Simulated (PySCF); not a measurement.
**Bond length, frequency and bond energy of SnI⁺ by level of theory**

State: ¹Σ⁺ (singlet), closed shell. Set-up: Sn x2c-SVPall, I x2c-SVPall; spin-free X2C with a Gaussian nucleus (PySCF 2.14). De refers to Sn⁺ + I in their high-spin ground configurations, without counterpoise correction. A positive dipole points towards I; it is taken about the centre of mass and depends on that origin.

```tsv
Level	Re (Å)	ωe (cm⁻¹)	De (eV)	μ (D)
RHF	2.614	247	2.08	-5.01
RHF-MP2	2.619	248	3.26	n/a
RHF-SCS-MP2	2.624	245	3.11	n/a
RHF-CCSD	2.626	243	3.04	n/a
RHF-CCSD(T)	2.635	238	3.20	n/a
PBE	2.633	233	3.84	-3.86
BP86	2.635	232	3.79	-3.91
TPSS	2.628	234	3.77	-4.02
r²SCAN	2.615	241	3.59	-4.03
PBE0	2.606	245	3.55	-4.17
M06-2X	2.613	245	3.02	-4.91
```

**Question.** Which functional lies closest to RHF-CCSD(T) in De, which farthest, and by how much do they differ from it?

**Answer.** Closest is M06-2X (-2.2 pm in Re, +2.9 % in ωe, -0.18 eV in De against RHF-CCSD(T) in the same basis), farthest PBE (-0.2 pm in Re, -2.1 % in ωe, +0.64 eV in De). CCSD(T) converges more slowly with the basis than the functionals do and binds too weakly in this one, so the order can change at the basis-set limit.

**Question.** What does a quarter of exact exchange do here, going from PBE to PBE0?

**Answer.** PBE0 less PBE: -2.7 pm in Re, +5.2 % in ωe, -0.29 eV in De. Exact exchange removes part of the self-interaction that spreads semilocal densities, and in most molecules shortens and stiffens the bond and lowers De; so it does here.

**Question.** What does the step from GGA to meta-GGA do here, going from PBE to r²SCAN?

**Answer.** r²SCAN less PBE: -1.8 pm in Re, +3.4 % in ωe, -0.25 eV in De. 

Correlated steps freeze 36 core orbitals. Correlated levels converge slowly with the basis: in double zeta they bind strong bonds too weakly, by up to about 1 eV, and carry superposition errors of some tenths. These are scalar-relativistic numbers at best; spin–orbit coupling would shift them, the dissociation energy most. For an ion De counts to the pair picked by the measured ionisation energies or electron affinities, which need not be the lowest pair at this level. Where the molecule has an RHF reference, its open-shell atoms are computed with UHF.
